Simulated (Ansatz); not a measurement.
Reaction (ligand exchange at the Si–O bond): `[AlH2][SiH2]O[SiH3]` + `C[O][GeH]([OH])[Cl]` → `C[O][GeH]([Cl])[O][SiH3]` + `O[SiH2][AlH2]`

Calculated with Ansatz (gas phase, PBE0-D4/def2-TZVP geometries, no zero-point term in ΔE). CCSD(T)/CBS is the MP2 limit (def2-TZVPP, def2-QZVPP) plus CCSD(T) − MP2 in def2-TZVPP, frozen cores. DFT in def2-TZVPP. B3LYP here is the variant with VWN-RPA as its local correlation; programs differ in this. For Ge outer-core shells are correlated without core-valence functions, which leaves a few kJ/mol of doubt a bond. Scalar relativity is left out up to krypton. One conformer a species, not always the lowest.

```
          level  ΔE (kJ/mol)  difference from CCSD(T)/CBS
         PBE-D4          2.5                          1.6
      r2SCAN-D4          3.2                          2.3
        PBE0-D4          2.2                          1.3
       B3LYP-D4          2.0                          1.1
        ωB97X-V          1.4                          0.5
         B2PLYP          4.4                          3.5
         r2SCAN          4.2                          3.3
           PBE0          5.1                          4.2
          B3LYP          6.8                          5.9
CCSD/def2-TZVPP          2.0                          1.1
    CCSD(T)/CBS          0.9                            0
```

Largest T1 diagnostic among the species: 0.012.

In def2-TZVPP, CCSD(T) changes the Hartree–Fock value by −4.8 kJ/mol (the triples alone add −0.9 kJ/mol) and MP2 by −5.0 kJ/mol. The D4 term adds −4.8 kJ/mol with B3LYP and −2.9 kJ/mol with PBE0; it sums over pairs of atoms, weighted by their polarisabilities, and B3LYP, whose exchange is more repulsive, gets the larger term.
